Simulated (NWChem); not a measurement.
System: GeHOCl, singlet; SMILES [OH][Ge][Cl]

```xyz
4

Ge     0.4329     0.4951     0.0000
Cl    -0.1721    -1.6123     0.0000
O     -1.2145     1.1777     0.0000
H     -1.2122     2.1438     0.0000
```
Atoms are numbered in this order, from 1.

All runs: NWChem. Low-valent species are run as closed-shell singlets; no triplet was tried in these runs. Geometry: optimised at PBE0/def2-SVP.

What does the run give for revPBE/def2-SVP? Quantities: highest occupied level (eV); orbital gap (eV); dipole (D).


```json
{
 "highest occupied level (eV)": "-6.33",
 "orbital gap (eV)": "3.52",
 "dipole (D)": "2.98"
}
```
